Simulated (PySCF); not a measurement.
PySCF input for Se(Et)(GeH3) (C₂H₈GeSe), SMILES CC[Se][GeH3], PBE0-D3(BJ)/def2-SVP. Geometry optimised at PBE0-D3(BJ)/def2-SVP. The structure was generated by enumeration, and PubChem lists no compound with its InChIKey, so it may never have been made. The values are those of a single conformer.

```python
import numpy as np
from pyscf import gto, scf, dft, df
from pyscf.hessian import thermo

mol = gto.M(
    atom='''
    Se    0.51390217    0.46162384    0.82332391
    C     1.80874575   -0.63097030   -0.17998781
    C     2.04047441   -0.18290273   -1.60741894
    H     1.47667807   -1.67840895   -0.12517146
    H     2.72918199   -0.55190073    0.41794124
    H     2.36416894    0.86748668   -1.64842485
    H     1.12790454   -0.27368913   -2.21650411
    H     2.81919313   -0.80243689   -2.08216973
    Ge   -1.42299068   -0.22630756   -0.31241530
    H    -1.42334315   -1.76444670   -0.41551326
    H    -2.61217351    0.26270319    0.52909348
    H    -1.51390301    0.37056202   -1.73053400
    ''',
    basis='def2-SVP',
    charge=0,
    spin=0,
    max_memory=1600,
    verbose=3,
)
mf = dft.RKS(mol, xc='pbe0').density_fit(auxbasis='def2-universal-jkfit')
mf.disp = 'd3bj'
mf.grids.level = 3
mf.conv_tol = 1e-11
mf.max_cycle = 100
mf.kernel()

# [left out here: the lines that compute and print the analytic Hessian (its translational invariance restored by hand, since the grid's response is missing), thermochemistry and intensities]
```

Output:

```
[...]
       3   H                -0.38  0.19 -0.30    0.02 -0.01  0.02    0.01 -0.01  0.00
       4   H                 0.03 -0.49  0.17    0.02  0.01 -0.03   -0.00  0.01  0.00
       5   H                -0.09  0.03 -0.35    0.00 -0.00  0.03   -0.00  0.00  0.00
       6   H                -0.14 -0.23  0.27    0.01  0.02 -0.03   -0.00  0.00 -0.00
       7   H                -0.10 -0.09 -0.05    0.01  0.01 -0.01    0.01  0.00  0.00
       8  Ge                -0.00  0.00  0.00   -0.02 -0.01 -0.00    0.00 -0.01  0.01
       9   H                 0.06  0.00 -0.03    0.59  0.01  0.10    0.30  0.03 -0.43
      10   H                -0.01  0.01 -0.02    0.38  0.36  0.31   -0.04  0.59 -0.39
      11   H                 0.06 -0.02 -0.01    0.45  0.18  0.06   -0.44 -0.05 -0.01
Mode                                12                  13                  14
Irrep
Freq [cm^-1]                      890.9546            984.5480           1014.6435
Reduced mass [au]                   1.0192              1.3943              1.2058
Force const [Dyne/A]                0.4767              0.7963              0.7314
Char temp [K]                    1281.8853           1416.5454           1459.8461
Normal mode                   x     y     z       x     y     z       x     y     z
       0  Se                 0.00  0.00  0.00    0.00 -0.00  0.00   -0.00 -0.01 -0.00
       1   C                 0.00 -0.00 -0.00   -0.05  0.02  0.07    0.07  0.06  0.02
       2   C                -0.00 -0.00  0.00    0.07 -0.04 -0.10   -0.06 -0.05 -0.01
       3   H                -0.01  0.01  0.02   -0.20  0.09  0.32   -0.37  0.22  0.26
       4   H                 0.02  0.00 -0.03   -0.17  0.04  0.26    0.31 -0.26 -0.31
       5   H                 0.01 -0.00  0.03   -0.17  0.05  0.14    0.06 -0.07  0.34
       6   H                 0.01  0.01 -0.03   -0.10  0.15  0.12    0.10  0.18 -0.28
       7   H                 0.01  0.01  0.02    0.03  0.25 -0.53    0.14  0.11  0.12
       8  Ge                -0.00  0.01  0.01    0.00 -0.00 -0.00   -0.00  0.00  0.00
       9   H                -0.05  0.02 -0.58   -0.01 -0.00 -0.01    0.01 -0.00  0.03
      10   H                 0.17 -0.10  0.27    0.00 -0.00  0.00   -0.04 -0.02 -0.05
      11   H                 0.22 -0.63 -0.29    0.00 -0.01 -0.00   -0.02  0.02  0.01
Mode                                15                  16                  17
Irrep
Freq [cm^-1]                     1084.7790           1254.2820           1258.4943
Reduced mass [au]                   2.5280              1.2500              1.2940
Force const [Dyne/A]                1.7527              1.1587              1.2075
Char temp [K]                    1560.7554           1804.6325           1810.6931
Normal mode                   x     y     z       x     y     z       x     y     z
       0  Se                -0.00  0.00  0.00   -0.00 -0.00 -0.00    0.00 -0.00  0.00
       1   C                 0.00  0.07 -0.16   -0.02 -0.06 -0.06    0.09 -0.03 -0.08
       2   C                 0.03 -0.09  0.12    0.05  0.08  0.03   -0.07  0.02 -0.01
       3   H                -0.04  0.09 -0.10   -0.31  0.08  0.62   -0.27  0.11  0.17
       4   H                -0.06  0.12 -0.08    0.10  0.14 -0.27   -0.38  0.19  0.60
       5   H                -0.16 -0.03  0.33   -0.01  0.08 -0.26    0.13 -0.05  0.10
       6   H                -0.13  0.00  0.35   -0.02 -0.21  0.19    0.03 -0.03 -0.14
       7   H                -0.01  0.06 -0.13   -0.13 -0.15  0.02    0.03 -0.03  0.22
       8  Ge                 0.00 -0.00 -0.00   -0.00 -0.00 -0.00   -0.00 -0.00 -0.00
       9   H                -0.00 -0.00  0.00    0.01 -0.01  0.01    0.00 -0.01  0.01
      10   H                 0.01  0.00  0.01    0.00  0.00 -0.00    0.02  0.01  0.02
      11   H                 0.00 -0.00 -0.00    0.00  0.01  0.00    0.01  0.01  0.00
Mode                                18                  19                  20
Irrep
Freq [cm^-1]                     1392.7425           1447.7940           1460.6193
Reduced mass [au]                   1.2510              1.1162              1.0364
Force const [Dyne/A]                1.4297              1.3785              1.3027
Char temp [K]                    2003.8464           2083.0533           2101.5059
Normal mode                   x     y     z       x     y     z       x     y     z
       0  Se                -0.00  0.00 -0.00   -0.00  0.00  0.00   -0.00 -0.00 -0.00
       1   C                -0.01  0.01  0.01   -0.02  0.05 -0.07    0.02  0.01  0.00
       2   C                 0.03  0.04 -0.12   -0.01 -0.00  0.03    0.03  0.02  0.02
       3   H                 0.12 -0.04  0.06    0.47 -0.09  0.46   -0.00  0.02 -0.05
       4   H                 0.01 -0.14  0.01   -0.10 -0.61  0.18   -0.01 -0.02  0.05
       5   H                -0.12  0.09  0.48    0.01 -0.01 -0.11   -0.36  0.14  0.28
       6   H                -0.26 -0.11  0.35    0.05  0.04 -0.06    0.30 -0.15 -0.39
       7   H                 0.04 -0.34  0.42   -0.01  0.04 -0.03   -0.48 -0.42 -0.23
       8  Ge                 0.00  0.00 -0.00    0.00  0.00  0.00   -0.00 -0.00  0.00
       9   H                 0.00  0.00  0.00    0.01  0.00 -0.00   -0.00  0.00 -0.00
      10   H                 0.00 -0.00  0.00   -0.00 -0.00  0.00   -0.00  0.00 -0.00
      11   H                 0.00  0.00 -0.00   -0.00 -0.01 -0.00   -0.00 -0.00  0.00
Mode                                21                  22                  23
Irrep
Freq [cm^-1]                     1467.8715           2141.5113           2142.6527
Reduced mass [au]                   1.0438              1.0195              1.0193
Force const [Dyne/A]                1.3250              2.7548              2.7570
Char temp [K]                    2111.9403           3081.1579           3082.8002
Normal mode                   x     y     z       x     y     z       x     y     z
       0  Se                -0.00  0.00  0.00   -0.00 -0.00 -0.00   -0.00 -0.00 -0.00
       1   C                 0.02 -0.02 -0.01    0.00 -0.00 -0.00    0.00 -0.00 -0.00
       2   C                 0.03 -0.04  0.01   -0.00  0.00  0.00   -0.00  0.00 -0.00
       3   H                -0.05  0.01  0.02   -0.01  0.00  0.00   -0.00 -0.00  0.00
       4   H                -0.02  0.04  0.04   -0.00  0.00  0.00   -0.00  0.00  0.00
       5   H                -0.54  0.13 -0.31    0.00 -0.00 -0.00    0.00  0.00 -0.00
       6   H                -0.03  0.65 -0.03    0.00 -0.00 -0.00   -0.00  0.00  0.00
       7   H                 0.08 -0.17  0.29   -0.00 -0.00  0.00    0.00 -0.00  0.00
       8  Ge                -0.00  0.00 -0.00   -0.00 -0.01  0.00   -0.00  0.00 -0.01
       9   H                 0.00  0.00  0.00   -0.01  0.97  0.06   -0.00  0.05 -0.02
      10   H                 0.00 -0.00  0.00    0.12 -0.07 -0.09    0.05 -0.01 -0.06
      11   H                 0.00 -0.00 -0.00   -0.00  0.00 -0.06    0.04 -0.39  0.90
Mode                                24                  25                  26
Irrep
Freq [cm^-1]                     2174.2050           3051.6779           3089.2637
Reduced mass [au]                   1.0222              1.0380              1.0616
Force const [Dyne/A]                2.8471              5.6955              5.9690
Char temp [K]                    3128.1969           4390.6851           4444.7626
Normal mode                   x     y     z       x     y     z       x     y     z
       0  Se                 0.00 -0.00 -0.00    0.00 -0.00 -0.00   -0.00 -0.00  0.00
       1   C                 0.00  0.00  0.00    0.00 -0.00 -0.00   -0.03  0.05 -0.04
       2   C                -0.00  0.00  0.00   -0.01 -0.00  0.05    0.01 -0.01  0.00
       3   H                -0.00  0.00  0.00    0.01  0.03  0.00   -0.22 -0.64  0.03
       4   H                 0.00  0.00 -0.00   -0.02 -0.00 -0.01    0.57  0.07  0.37
       5   H                 0.00 -0.00  0.00    0.14  0.46 -0.01    0.02  0.06 -0.00
       6   H                -0.00 -0.00  0.00   -0.45 -0.05 -0.28   -0.06 -0.01 -0.04
       7   H                 0.00  0.00  0.00    0.47 -0.38 -0.28   -0.04  0.03  0.02
       8  Ge                 0.01 -0.01 -0.01    0.00  0.00  0.00    0.00 -0.00  0.00
       9   H                 0.01  0.16 -0.00   -0.00 -0.00 -0.00   -0.00  0.00 -0.00
      10   H                -0.75  0.31  0.54   -0.00 -0.00 -0.00    0.00 -0.00 -0.00
      11   H                 0.02 -0.04  0.04    0.00  0.00 -0.00    0.00  0.00 -0.00
Mode                                27                  28                  29
Irrep
Freq [cm^-1]                     3140.7490           3148.2389           3167.3503
Reduced mass [au]                   1.1031              1.1056              1.1059
Force const [Dyne/A]                6.4112              6.4564              6.5369
Char temp [K]                    4518.8385           4529.6149           4557.1119
Normal mode                   x     y     z       x     y     z       x     y     z
       0  Se                 0.00 -0.00 -0.00    0.00 -0.00 -0.00    0.00 -0.00 -0.00
       1   C                 0.02  0.02  0.01    0.05  0.04  0.02    0.04  0.03  0.02
       2   C                -0.08  0.03 -0.01    0.01 -0.06 -0.01    0.04  0.06  0.02
       3   H                -0.09 -0.28  0.02   -0.14 -0.44  0.03   -0.12 -0.37  0.02
       4   H                -0.14 -0.01 -0.09   -0.45 -0.04 -0.29   -0.31 -0.03 -0.20
       5   H                -0.04 -0.08  0.00    0.16  0.49 -0.02   -0.19 -0.61  0.02
       6   H                 0.55  0.06  0.36    0.03 -0.01  0.01   -0.37 -0.03 -0.24
       7   H                 0.41 -0.34 -0.25   -0.25  0.19  0.14    0.09 -0.06 -0.04
       8  Ge                 0.00  0.00 -0.00   -0.00  0.00  0.00   -0.00  0.00  0.00
       9   H                -0.00  0.00 -0.00   -0.00  0.00 -0.00   -0.00 -0.00 -0.00
      10   H                -0.00 -0.00  0.00   -0.00 -0.00 -0.00   -0.00 -0.00 -0.00
      11   H                -0.00 -0.00  0.00   -0.00 -0.00 -0.00    0.00 -0.00 -0.00
temperature 298.1500 [K]
pressure 101325.00 [Pa]
Rotational constants [GHz] 3.68964 1.62837 1.20936
Symmetry number 1
Zero-point energy (ZPE) 0.09004 [Eh]   236411.172 [J/mol]
                           tot       elec      trans        rot        vib
Entropy [J/mol/K]       369.752      0.000    173.764    117.918     78.071
Cv [J/mol/K]            102.660      0.000     12.472     12.472     77.717
Cp [J/mol/K]            110.975      0.000     20.786     12.472     77.717
Internal energy [J/mol]                      3718.434   3718.434 248468.581
Internal energy [Eh]   -4558.24978  -4558.34724
Enthalpy [J/mol]                             6197.391   3718.434 248468.581
Enthalpy [Eh]          -4558.24883
Gibbs free energy [J/mol]                  -45610.242 -31438.688 225191.731
Gibbs free energy [Eh] -4558.29082
mode   freq/cm-1   IR/(km/mol)
   1       49.96         0.164
   2       93.99         0.231
   3      130.53         0.280
   4      259.39         0.516
   5      286.94         2.899
   6      300.71         6.665
   7      537.58        16.673
   8      542.67        10.832
   9      574.87         0.872
  10      748.94        11.069
  11      819.61       231.330
  12      867.29        48.753
  13      890.95        37.586
  14      984.55         7.226
  15     1014.64         0.848
  16     1084.78         0.544
  17     1254.28         6.869
  18     1258.49        29.688
  19     1392.74         6.187
  20     1447.79         3.870
  21     1460.62        11.047
  22     1467.87         2.422
  23     2141.51        97.607
  24     2142.65       101.835
  25     2174.20       100.641
  26     3051.68        19.428
  27     3089.26         9.119
  28     3140.75        13.758
  29     3148.24         1.743
  30     3167.35         9.756
max |gradient| / (hartree/bohr): 5.651789072552151e-05
APT charges: [-0.3015  0.1312 -0.0224 -0.0293 -0.0141  0.0156  0.0096 -0.0133  0.9738
 -0.2548 -0.2303 -0.2644]
```

The calculation finished and met its thresholds.

Cost: roughly 4 core-minutes.
